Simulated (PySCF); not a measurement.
Record of a relaxation.

Species: CH6B2FN.
Bonds: B1–N2, N2–C3, C3–B4, B4–F5. Hydrogens: H6, H7 on B1; H8 on N2; H9, H10 on C3; H11 on B4.

Computed by this run: PBE0-D3(BJ)/def2-SVP geometry optimisation, gas phase (PySCF); density fitting, grid level 1; the optimiser is geomeTRIC in internal coordinates, started from a GFN2-xTB structure with every atom displaced at random (about 0.01 Å). 6 of its 17 geometries are shown. The frame can shift and turn from step to step; on so coarse a grid that alone can change the energy by a few meV, and forces under 0.02 eV/Å are noise.

Step 0: E = -6683.5273 eV, largest atomic force 3.268 eV/Å
```
atom  x, y, z in Å  |  force x, y, z in eV/Å
B1     -1.862    0.276    0.366   -1.518   0.766  -0.387
N2     -0.617   -0.210    0.486    2.318  -0.690   0.050
C3      0.375   -0.334   -0.564    1.379   0.035   1.432
B4      1.875    0.181   -0.173   -3.187  -0.710   0.144
F5      2.098    0.507    1.064    0.301   0.265   1.064
H6     -2.256    0.666   -0.695   -0.065   0.051  -0.399
H7     -2.558    0.350    1.311   -0.491  -0.004   0.738
H8     -0.242   -0.493    1.382   -0.207  -0.019   0.207
H9      0.022    0.186   -1.428   -0.305   0.476  -1.107
H10     0.480   -1.393   -0.844    0.118  -0.260  -0.307
H11     2.724    0.240   -0.922    1.657   0.089  -1.434
```

Step 3: E = -6683.7730 eV, largest atomic force 0.089 eV/Å
```
atom  x, y, z in Å  |  force x, y, z in eV/Å
B1     -1.887    0.099    0.354   -0.035  -0.035   0.017
N2     -0.580   -0.347    0.493   -0.009   0.066  -0.024
C3      0.449   -0.338   -0.520    0.026   0.018   0.084
B4      1.773    0.416   -0.155    0.036   0.030  -0.056
F5      1.960    0.894    1.064   -0.043  -0.031   0.025
H6     -2.258    0.499   -0.728    0.002  -0.003   0.005
H7     -2.618    0.074    1.317   -0.005   0.001  -0.005
H8     -0.259   -0.644    1.409   -0.002  -0.011  -0.028
H9      0.047    0.108   -1.447   -0.003   0.006   0.003
H10     0.739   -1.366   -0.827    0.023  -0.019  -0.010
H11     2.671    0.571   -0.953    0.010  -0.022  -0.011
```

Step 6: E = -6683.7752 eV, largest atomic force 0.058 eV/Å
```
atom  x, y, z in Å  |  force x, y, z in eV/Å
B1     -1.910    0.068    0.313    0.006  -0.013   0.011
N2     -0.587   -0.316    0.484   -0.022  -0.012  -0.026
C3      0.459   -0.302   -0.512    0.034  -0.032  -0.007
B4      1.791    0.421   -0.117   -0.027   0.051  -0.009
F5      1.957    0.873    1.115    0.011  -0.017  -0.006
H6     -2.274    0.440   -0.780   -0.005   0.005  -0.004
H7     -2.659    0.019    1.261   -0.002  -0.002  -0.003
H8     -0.276   -0.613    1.403    0.004   0.022   0.004
H9      0.073    0.147   -1.445    0.021   0.005   0.022
H10     0.756   -1.329   -0.820   -0.019  -0.002  -0.004
H11     2.709    0.559   -0.896    0.000  -0.006   0.023
```

Step 10: E = -6683.7772 eV, largest atomic force under 0.02 eV/Å
```
atom  x, y, z in Å  |  force x, y, z in eV/Å
B1     -1.932    0.000    0.213   -0.001   0.009  -0.002
N2     -0.600   -0.310    0.448   -0.006  -0.015   0.000
C3      0.489   -0.271   -0.499    0.004   0.000   0.008
B4      1.792    0.450   -0.019    0.001  -0.009   0.001
F5      1.889    0.857    1.237    0.002   0.019   0.000
H6     -2.270    0.331   -0.903    0.001  -0.007  -0.001
H7     -2.717   -0.064    1.131    0.000  -0.003  -0.001
H8     -0.316   -0.560    1.390    0.002   0.001   0.000
H9      0.150    0.201   -1.438   -0.006   0.002  -0.007
H10     0.803   -1.291   -0.816    0.006   0.002   0.002
H11     2.751    0.621   -0.738   -0.003   0.000   0.001
```

Step 13: E = -6683.7776 eV, largest atomic force 0.051 eV/Å
```
atom  x, y, z in Å  |  force x, y, z in eV/Å
B1     -1.926   -0.040    0.201   -0.005  -0.017   0.013
N2     -0.596   -0.347    0.448    0.023   0.045  -0.002
C3      0.503   -0.279   -0.487   -0.008  -0.001  -0.012
B4      1.772    0.504   -0.013   -0.014   0.021   0.015
F5      1.829    0.977    1.221   -0.005  -0.023  -0.006
H6     -2.254    0.294   -0.916   -0.002   0.000  -0.002
H7     -2.720   -0.116    1.110   -0.001   0.005   0.000
H8     -0.316   -0.591    1.392   -0.008  -0.012  -0.001
H9      0.156    0.175   -1.433    0.002  -0.014   0.009
H10     0.855   -1.289   -0.794    0.002  -0.003   0.001
H11     2.736    0.679   -0.723    0.016  -0.001  -0.013
```

Step 16: E = -6683.7778 eV, largest atomic force under 0.02 eV/Å
```
atom  x, y, z in Å  |  force x, y, z in eV/Å
B1     -1.928   -0.032    0.208    0.000  -0.007   0.001
N2     -0.595   -0.336    0.449    0.004   0.013   0.005
C3      0.499   -0.276   -0.492   -0.001  -0.005  -0.012
B4      1.776    0.494   -0.019   -0.005   0.009   0.002
F5      1.842    0.953    1.220    0.003  -0.006  -0.004
H6     -2.262    0.299   -0.908    0.000   0.000   0.000
H7     -2.717   -0.105    1.122    0.000   0.002   0.001
H8     -0.313   -0.583    1.391   -0.002  -0.001   0.001
H9      0.151    0.177   -1.436    0.001  -0.004   0.002
H10     0.843   -1.289   -0.798   -0.002  -0.002   0.004
H11     2.740    0.665   -0.732    0.001   0.002   0.001
```

**Question.** Summarise the path.

**Answer.** The energy falls by 24.17 kJ/mol from step 0 to step 16; nine tenths of that is first reached at step 1. It rises by more than 0.2 meV at step 13. The largest force goes from 3.268 to under 0.02 eV/Å. Among the bonds B4–H11 changes most, from 1.133 to 1.211 Å; the atoms move by 0.056 Å rms after alignment.

The cost below is that of the whole optimisation. Time: 51 s; peak memory 0.41 GiB. Hardware: an Arm Neoverse V1 with one thread (shared host).
